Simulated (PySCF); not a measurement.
**Radial density of Sb³⁺ (antimony, charge +3)**

B2PLYP, [Kr] 4d10 5s2, closed-shell 1S. Computed with PySCF 2.14 in x2c-TZVPPall (8s6p4d2f, 60 functions), with the spin-free X2C one-electron Hamiltonian (Gaussian nucleus).

```csv
r (bohr),4πr²ρ (e/bohr)
0.0260,62.89
0.0437,57.67
0.0736,80.83
0.124,70.80
0.208,64.38
0.350,51.62
0.589,21.90
0.991,19.29
1.67,3.992
2.80,0.5822
4.71,0.007893
```

Densities and radii are taken from the X2C orbitals without a picture-change correction, which distorts them close to the nucleus.
